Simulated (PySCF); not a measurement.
BCl, SMILES Cl[B] (connectivity only; charge and spin as stated), charge +1, multiplicity 2. Geometry optimised at B3LYP-D3(BJ)/def2-TZVPD.

All values below come from PySCF with B3LYP-D3(BJ)/def2-TZVPD.

Harmonic wavenumbers (cm⁻¹): 1139. Rotational constants (GHz): 23.82 (linear); symmetry number 1.

Work out the zero-point energy and the ideal-gas rigid-rotor harmonic-oscillator thermochemistry at 298.15 K and 1 atm.

ZPE = ½ Σ hcν = ½ × 1139 cm⁻¹ = 6.81 kJ/mol. H − E(el) = 15.54 kJ/mol. Entropy in J/(mol K): translation 156.57, rotation 54.57, vibration 0.22, spin 5.76, total 217.12. G − E(el) = -49.19 kJ/mol. Cp = 30.14 J/(mol K).
